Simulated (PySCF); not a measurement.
**Correlation energy of Zr (zirconium, neutral)**

[Kr] 4d2 5s2, high-spin 3F determinant. All numbers are calculated (PySCF 2.14, a scalar-relativistic core potential, in aug-cc-pwCVDZ-PP with ECP28MDF). Frozen: 4s2 4p6; 4 electrons correlated.

```tsv
level	correlation energy (mhartree)
CCSD	-56.77
(T)	-2.70
CCSD(T)	-59.47
```

Diagnostics: T1 = 0.029, D1 = 0.0721, largest double amplitude 0.058.

Cost of the coupled-cluster step: about 11 core-seconds, for 4 correlated electrons.
